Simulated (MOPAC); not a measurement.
MOPAC input (PM6):

```
PM6 FORCE THERMO(298,298) PRECISE LET CHARGE=-1 GEO-OK AUX(PRECISION=9) THREADS=1
C3HFNS

F     2.07631944 1    0.10058533 1    0.09099830 1
C     0.78418682 1   -0.15530612 1    0.13488577 1
N     0.25546160 1   -1.23288179 1    0.65875504 1
C    -1.13965676 1   -1.19066647 1    0.54051300 1
C    -1.70404957 1   -0.14372028 1   -0.04287388 1
S    -0.33640755 1    1.03410713 1   -0.56097517 1
H    -2.69231054 1    0.15086650 1   -0.26427344 1
```

Output:

```
 *******************************************************************************
 **                                                                           **
 **                              MOPAC v23.2.5                                **
 **                                                                           **
 *******************************************************************************
 ** MOPAC's Digital Object Identifier: https://doi.org/10.5281/zenodo.6511958 **
 **                                                                           **
 ** Please cite the open-source release paper for use of this MOPAC version:  **
 ** J. E. Moussa and J. J. P. Stewart (2026)                                  **
 ** MOPAC: An open-source semiempirical molecular orbital program             **
 ** J. Open Source Softw., 11(119), 8025, https://doi.org/10.21105/joss.08025 **
 *******************************************************************************

                              PM6 CALCULATION RESULTS

 *******************************************************************************
 *  PM6        - The PM6 Hamiltonian to be used
 *  GEO-OK     - OVERRIDE INTERATOMIC DISTANCE AND OTHER SAFETY CHECKS
 *
 *
 *
 *                 CHARGE ON SYSTEM = -1
 *
 *
 *
 *  LET        - OVERRIDE SOME SAFETY CHECKS
 *  PRECISE    - TIGHTER CRITERIA TO BE USED
 *  FORCE      - FORCE CALCULATION SPECIFIED
 *  AUX        - OUTPUT AUXILIARY INFORMATION
 *  THERMO     - THERMODYNAMIC QUANTITIES TO BE CALCULATED
 *******************************************************************************
PM6 FORCE THERMO(298,298) PRECISE LET CHARGE=-1 GEO-OK AUX(PRECISION=9) THREADS=1
 C3HFNS

   ATOM   CHEMICAL          X               Y               Z
  NUMBER   SYMBOL      (ANGSTROMS)     (ANGSTROMS)     (ANGSTROMS)

     1       F          2.07631944  *   0.10058533  *   0.09099830  *
     2       C          0.78418682  *  -0.15530612  *   0.13488577  *
     3       N          0.25546160  *  -1.23288179  *   0.65875504  *
     4       C         -1.13965676  *  -1.19066647  *   0.54051300  *
     5       C         -1.70404957  *  -0.14372028  *  -0.04287388  *
     6       S         -0.33640755  *   1.03410713  *  -0.56097517  *
     7       H         -2.69231054  *   0.15086650  *  -0.26427344  *

          CARTESIAN COORDINATES

    NO.       ATOM           X           Y           Z

     1         F          2.0763      0.1006      0.0910
     2         C          0.7842     -0.1553      0.1349
     3         N          0.2555     -1.2329      0.6588
     4         C         -1.1397     -1.1907      0.5405
     5         C         -1.7040     -0.1437     -0.0429
     6         S         -0.3364      1.0341     -0.5610
     7         H         -2.6923      0.1509     -0.2643

 General Reference for PM6:
 "Optimization of Parameters for Semiempirical Methods V: Modification of NDDO Approximations
 and Application to 70 Elements", J. J. P. Stewart, J. Mol. Mod., 13, 1173-1213 (2007)
[...]
 REDUCED MASS        0.9329         N 3 -- S 6          +8.2% ( 32.1%)     14.8%
 EFFECTIVE MASS      3.3874
 FORCE CONSTANT      0.6165

 VIBRATION         11    7A'         ATOM PAIR     ENERGY CONTRIBUTION    RADIAL
 FREQUENCY          1158.71         N 3 -- C 4         +30.4% ( 97.1%)     97.4%
 TRANSITION DIPOLE   0.5788         C 4 -- S 6         +11.3% ( 59.3%)     16.8%
 TRAVEL (Ang.)       0.1152         C 2 -- C 4         +11.2% ( 59.1%)     73.6%
 REDUCED MASS        4.3825         C 5 -- H 7         +11.0% ( 58.5%)      4.9%
 EFFECTIVE MASS     11.6856         C 2 -- N 3         +10.6% ( 57.2%)     33.5%
 FORCE CONSTANT      3.4667         N 3 -- S 6         +10.3% ( 56.4%)      2.1%

 VIBRATION         12    8A'         ATOM PAIR     ENERGY CONTRIBUTION    RADIAL
 FREQUENCY          1213.43         F 1 -- C 2         +28.4% ( 82.4%)     77.6%
 TRANSITION DIPOLE   4.3144         C 2 -- N 3         +24.5% ( 76.5%)     26.0%
 TRAVEL (Ang.)       0.1076         C 2 -- C 4         +14.8% ( 59.6%)      9.5%
 REDUCED MASS        4.7970         C 2 -- S 6         +14.2% ( 58.3%)     92.7%
 EFFECTIVE MASS     13.8828
 FORCE CONSTANT      4.1615

 VIBRATION         13    9A'         ATOM PAIR     ENERGY CONTRIBUTION    RADIAL
 FREQUENCY          1622.21         C 2 -- N 3         +32.3% ( 93.1%)     96.1%
 TRANSITION DIPOLE   2.4521         F 1 -- C 2         +21.9% ( 76.7%)     81.7%
 TRAVEL (Ang.)       0.0802         C 2 -- C 4         +19.2% ( 71.8%)     97.2%
 REDUCED MASS        6.4630         C 2 -- S 6         +18.0% ( 69.6%)      0.2%
 EFFECTIVE MASS     12.8350
 FORCE CONSTANT     10.0207

 VIBRATION         14   10A'         ATOM PAIR     ENERGY CONTRIBUTION    RADIAL
 FREQUENCY          2762.14         C 5 -- H 7         +82.2% ( 96.4%)     98.5%
 TRANSITION DIPOLE   0.6442         C 4 -- C 5          +5.2% ( 24.2%)     80.7%
 TRAVEL (Ang.)       0.1654         N 3 -- C 4          +4.1% ( 21.7%)     37.0%
 REDUCED MASS        0.8924         C 4 -- S 6          +4.1% ( 21.6%)     47.8%
 EFFECTIVE MASS      1.7902
 FORCE CONSTANT      4.0115

 VIBRATION         15   11A'         ATOM PAIR     ENERGY CONTRIBUTION    RADIAL
 FREQUENCY          3474.75         C 4 -- C 5         +42.8% ( 97.6%)     99.5%
 TRANSITION DIPOLE   3.5340         C 5 -- H 7         +14.1% ( 56.1%)     73.3%
 TRAVEL (Ang.)       0.0588         C 5 -- S 6         +11.8% ( 51.3%)      3.9%
 REDUCED MASS        5.6130         N 3 -- C 4         +10.4% ( 48.2%)     28.5%
 EFFECTIVE MASS     11.5565         C 4 -- S 6         +10.4% ( 48.1%)     50.9%
 FORCE CONSTANT     39.9296         C 2 -- C 4         +10.4% ( 48.1%)      0.1%

      SYMMETRY NUMBER FOR POINT-GROUP Cs  =  1

          SYSTEM IS A GROUND STATE

 C3HFNS

          MOLECULE IS NOT LINEAR

          THERE ARE 15 GENUINE VIBRATIONS IN THIS SYSTEM
          THIS THERMODYNAMICS CALCULATION IS LIMITED TO
          MOLECULES WHICH HAVE NO INTERNAL ROTATIONS

                    CALCULATED THERMODYNAMIC PROPERTIES
                                          *
   TEMP. (K)   PARTITION FUNCTION   H.O.F.    ENTHALPY  HEAT CAPACITY ENTROPY
                                   KCAL/MOL   CAL/MOLE    CAL/K/MOL  CAL/K/MOL

 298.00  VIB.     0.3308D+01                  1430.4360    11.8531     7.1773
         ROT.     0.1419D+06                   888.2803     2.9808    26.5553
         INT.     0.4695D+06                  2318.7163    14.8339    33.7326
         TRA.     0.9975D+27                  1480.4672     4.9680    39.7779
         TOT.                       -4.568    3799.1835    19.8019    73.5105

   *: NOTE: HEATS OF FORMATION ARE RELATIVE TO THE
            ELEMENTS IN THEIR STANDARD STATE AT 298K
              (=  Standard Enthalpy of Formation).

            Hvib:  Zero-point energy is not included.
                   frequencies of less than zero cm-1 are not included.
            Hrot = (3/2)RT
            Htra = (3/2)RT + pV = (5/2)RT

            Heat capacity is Cp, not Cv

          For more information, see: HTTP://OpenMOPAC.net/Manual/thermochemistry.html

           FORCE CONSTANT IN CARTESIAN COORDINATES (Millidynes/A)

    ATOM   CHEMICAL       X               Y               Z
   NUMBER   SYMBOL  FORCE CONSTANT  FORCE CONSTANT  FORCE CONSTANT

      1       F        7.703665        0.681187        0.247139
      2       C       11.956942        7.476409        1.338446
      3       N        7.624060        8.450108        0.935541
      4       C        8.455411       39.553283        0.984473
      5       C        7.927966       39.424883        1.241236
      6       S        2.108017        3.958922        0.341615
      7       H        3.377234        1.670481        0.271124

 **********************
 *                    *
 * JOB ENDED NORMALLY *
 *                    *
 **********************

 == MOPAC DONE ==
```

The dipole moment of an ion depends on the origin.
